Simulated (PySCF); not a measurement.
GaFBr2, SMILES [F][Ga]([Br])[Br].

Geometry: ωB97X-D3(BJ)/def2-SVP. The structure was generated by enumeration; whether it is a known compound was not checked.

Calculation: PBE/def2-TZVP run with PySCF.

Symmetry labels are those of the subgroup C2v that the program uses (full group C2v).

Computed valence orbital energies around the gap with their symmetry:
```csv
orbital,symmetry,energy (eV)
HOMO−7,A1,-10.19
HOMO−6,B2,-9.99
HOMO−5,B1,-9.70
HOMO−4,B2,-8.88
HOMO−3,B1,-8.25
HOMO−2,A1,-8.00
HOMO−1,A2,-7.90
HOMO,B2,-7.69
LUMO,A1,-3.06
LUMO+1,B1,-2.23
LUMO+2,A1,0.40
LUMO+3,B2,1.01
```
